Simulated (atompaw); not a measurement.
## Plane-wave convergence, PAW (atompaw) potential for Li (Z = 3)

| Quantity | Value |
| --- | --- |
| Element | lithium |
| Generator | atompaw 4.2.0.5 |
| Type | PAW |
| Functional | PBE |
| Relativity | non-relativistic |
| Frozen core | [He] |
| Valence charge | 1 |
| Reference configuration | 2s0.5 2p0.5 |
| Partial waves | 2s (bound); 2s channel at 0.25 Ry; 2p (bound); 2p channel at 1.95 Ry; 3d channel at -0.15 Ry |
| Local potential | bessel scheme, radius 2.35 bohr |
| Core correction | smooth core density matched at 1.85 bohr |
| Augmentation charge | sinc compensation charge, radius 2.95 bohr; PAW radius 3.00 bohr; waves and projectors: bloechl |

The pseudo-atom Hamiltonian at the reference potential is diagonalised in spherical Bessel functions j_l(qr) that vanish at 20 bohr, with q² up to the cutoff. All-electron valence levels (Ry): 2s -0.2304, 2p -0.0990.

Question: How do the lowest levels (Ry) of each channel move with the cutoff, and are there ghosts?

Answer:

```csv
cutoff (Ry),s #1,s #2,p #1,p #2,d #1,f #1,Σ f·Δε (mRy)
8,-0.2304,-0.0100,-0.0989,0.0231,0.0289,0.0842,0.0
10,-0.2304,-0.0100,-0.0989,0.0231,0.0289,0.0842,0.0
400,-0.2304,-0.0100,-0.0989,0.0231,0.0289,0.0842,0.0
```

Result: no extra level below or beside the all-electron valence levels (s, p, d, f tested); 10 mRy is reached at 6 Ry and 1 mRy at 6 Ry.
